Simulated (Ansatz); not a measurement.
Reaction (formal exchange of groups at the Si–O bond): `C[Si](C)(O)Cl` + CH₄ → `C[Si](C)(C)Cl` + H₂O

Isolated molecules relaxed with PBE0-D4/def2-TZVP in Ansatz; ΔE leaves out vibrations. CCSD(T)/CBS adds triple-zeta CCSD(T) − MP2 to the extrapolated MP2 energy (def2 sets, frozen cores). This one scheme is used for every species. Functionals use def2-TZVPP. One conformer a species, not always the lowest.

Is it downhill or uphill in electronic energy at CCSD(T)/CBS, and by how much? (Best estimate.)

The calculation gave: Uphill: ΔE = +106.1 kJ/mol.

What do these levels give: PBE0-D4, CAM-B3LYP-D4, ωB97X-V, HF/def2-TZVPP, HF/def2-QZVPP, HF/CBS(def2)? (Estimate.)

Ansatz gave: PBE0-D4 103.6, CAM-B3LYP-D4 116.3, ωB97X-V 110.3, HF/def2-TZVPP 125.7, HF/def2-QZVPP 125.8, HF/CBS(def2) 125.8 kJ/mol.

What do rigid-rotor, harmonic-oscillator terms from PBE0-D4/def2-TZVP frequencies (298.15 K, 1 bar) make of the CCSD(T)/CBS value? (Best estimate.)

Ansatz gave: ΔZPE = -1.9 kJ/mol, ΔH = +105.2 kJ/mol, ΔS = 1 J/(mol·K), ΔG = +104.9 kJ/mol.

Largest T1 diagnostic among the species: 0.010.

Leaving LDA and LC-ωPBE aside and taking each functional with its dispersion term where it has one, the values, not all of them listed here, spread over 17.0 kJ/mol, from revPBE-D4 to B97M-V. From BLYP to BHLYP (50 % exact exchange), in def2-TZVPP and without D4, ΔE moves by +3.7 kJ/mol.
